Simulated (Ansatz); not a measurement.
A trace of molecular dynamics of C₂H₉BOSi (14 atoms, charge 0, multiplicity 1).

All numbers below come from Ansatz, UKS r2SCAN-D4/6-31G.

```
ensemble                      : NVE (velocity Verlet)
starting velocities drawn for : 300 K
seed                          : 3263
```

| time (fs) | T (K) | potential energy less start (eV) | conserved less start (meV/atom) |
| --- | --- | --- | --- |
| 0.0 | 300 | 0.000 | 0.00 |
| 2.5 | 220 | 0.126 | 0.11 |
| 5.0 | 200 | 0.156 | 0.07 |
| 7.5 | 179 | 0.189 | 0.12 |
| 10.0 | 294 | 0.011 | 0.09 |
| 12.5 | 515 | -0.332 | 0.12 |
| 15.0 | 885 | -0.906 | 0.09 |
| 17.5 | 1323 | -1.589 | -0.08 |
| 20.0 | 1467 | -1.811 | -0.05 |
| 22.5 | 1354 | -1.636 | -0.06 |
| 25.0 | 1030 | -1.131 | 0.07 |
| 27.5 | 813 | -0.795 | 0.02 |
| 30.0 | 671 | -0.573 | 0.12 |
| 32.5 | 796 | -0.769 | -0.01 |
| 35.0 | 932 | -0.981 | 0.00 |
| 37.5 | 1108 | -1.253 | -0.03 |
| 40.0 | 1179 | -1.366 | -0.11 |
| 42.5 | 957 | -1.019 | 0.02 |
| 45.0 | 777 | -0.740 | 0.04 |
| 47.5 | 768 | -0.724 | 0.13 |
| 50.0 | 1123 | -1.278 | -0.10 |
| 52.5 | 1213 | -1.419 | -0.19 |
| 55.0 | 1017 | -1.110 | 0.12 |
| 57.5 | 1158 | -1.332 | -0.13 |
| 60.0 | 1059 | -1.178 | -0.03 |
| 62.5 | 840 | -0.837 | 0.01 |

Problem. Is this trajectory sound?

Solution. The conserved energy stayed within 0.24 meV per atom of its start (net change 0.042 meV per atom), so the integration is sound. The system heated up, since it started high on the potential surface and ran downhill. A run of 0.065 ps of so small a system gives no equilibrium averages. The orbitals stay closed-shell, which can raise the energy where a bond breaks towards radicals; this wasn't checked here. Limits of this set-up: no polarisation functions. The time step was 0.5 fs.

Run time: 10 min on 2 threads of Arm Neoverse V2, with other jobs on the host, peak memory 0.22 GiB.
